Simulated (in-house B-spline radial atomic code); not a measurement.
BHandHLYP excitations of K⁺

Method: BHandHLYP. Computed with a B-spline radial code for spherical atoms: linear response of the closed shell [Ne] 3s2 3p6 with the functional's adiabatic kernel; non-relativistic, point nucleus, no spin-orbit coupling, no double excitations, S, P, D and F terms only. Only terms of natural parity with L up to 3 were computed.

Command:
```bash
python run_td.py task.json out
```
Settings (radii: box in bohr, nucleus in fm):
```
Z                        19
electrons                18
configuration            [Ne] 3s2 3p6
hamiltonian              nr
method                   bhandhlyp
box_radius               41.61
intervals                55
```

Run time, properties included: 0.5 s on 1 thread of Intel(R) Xeon(R) Platinum 8375C CPU @ 2.90GHz (Ice Lake), with other jobs on the host.

The lowest states, in the order of their Tamm-Dancoff energies; the method's threshold (minus the highest occupied level) is 28.794 eV. Labels give the largest channel, * marks a mixed state, and oscillator strengths are full-response dipole values. Semilocal kernels can invert the small singlet-triplet splittings of Rydberg terms. Energies in eV:

```json
{"state": "3p → 4s 3P", "full response": "19.567", "Tamm-Dancoff": "19.580", "oscillator strength": "-"}
{"state": "3p → 4s 1P", "full response": "19.938", "Tamm-Dancoff": "19.947", "oscillator strength": "0.388"}
{"state": "3p → 3d 3P", "full response": "20.050", "Tamm-Dancoff": "20.123", "oscillator strength": "-"}
{"state": "3p → 3d 3F", "full response": "20.287", "Tamm-Dancoff": "20.471", "oscillator strength": "-"}
{"state": "3p → 3d 1F", "full response": "21.829", "Tamm-Dancoff": "21.840", "oscillator strength": "-"}
{"state": "3p → 4p 3S", "full response": "22.025", "Tamm-Dancoff": "22.046", "oscillator strength": "-"}
{"state": "3p → 4p 3D", "full response": "22.313", "Tamm-Dancoff": "22.328", "oscillator strength": "-"}
{"state": "3p → 4p 1D", "full response": "22.492", "Tamm-Dancoff": "22.494", "oscillator strength": "-"}
{"state": "3p → 4p 1S", "full response": "?", "Tamm-Dancoff": "?", "oscillator strength": "-"}
{"state": "3p → 3d 1P", "full response": "24.294", "Tamm-Dancoff": "24.469", "oscillator strength": "1.34"}
{"state": "3p → 5s 3P", "full response": "25.126", "Tamm-Dancoff": "25.129", "oscillator strength": "-"}
{"state": "3p → 5s 1P", "full response": "25.210", "Tamm-Dancoff": "25.212", "oscillator strength": "0.0809"}
{"state": "3p → 4d 3P", "full response": "25.602", "Tamm-Dancoff": "25.608", "oscillator strength": "-"}
{"state": "3p → 4d 3F", "full response": "25.631", "Tamm-Dancoff": "25.647", "oscillator strength": "-"}
{"state": "3p → 4d 1F", "full response": "25.811", "Tamm-Dancoff": "25.813", "oscillator strength": "-"}
{"state": "3p → 5p 3S", "full response": "25.834", "Tamm-Dancoff": "25.839", "oscillator strength": "-"}
{"state": "3p → 5p 3D", "full response": "25.913", "Tamm-Dancoff": "25.916", "oscillator strength": "-"}
{"state": "3p → 5p 1D", "full response": "?", "Tamm-Dancoff": "?", "oscillator strength": "-"}
{"state": "3p → 5p 1S", "full response": "26.225", "Tamm-Dancoff": "26.256", "oscillator strength": "-"}
{"state": "3p → 4d 1P", "full response": "26.503", "Tamm-Dancoff": "26.580", "oscillator strength": "0.464"}
{"state": "3p → 4f 1D", "full response": "26.766", "Tamm-Dancoff": "26.766", "oscillator strength": "-"}
{"state": "3p → 4f 3D", "full response": "26.770", "Tamm-Dancoff": "26.770", "oscillator strength": "-"}
```

Question: Where does 3p → 5p 1D lie?

Answer: At 25.965 eV in full response, 25.966 eV in Tamm-Dancoff.

Question: Where does 3p → 4p 1S lie?

Answer: At 23.370 eV in full response, 23.464 eV in Tamm-Dancoff.

Question: How large is the singlet-triplet splitting of 3p → 4s (P terms) in Tamm-Dancoff?

Answer: 0.367 eV, from the unrounded values.

Question: What polarisabilities and dispersion coefficient does the method give?

Answer: Dipole 5.56 bohr³, quadrupole 17.16 bohr⁵, C6 23.71 hartree·bohr⁶ for two such species.
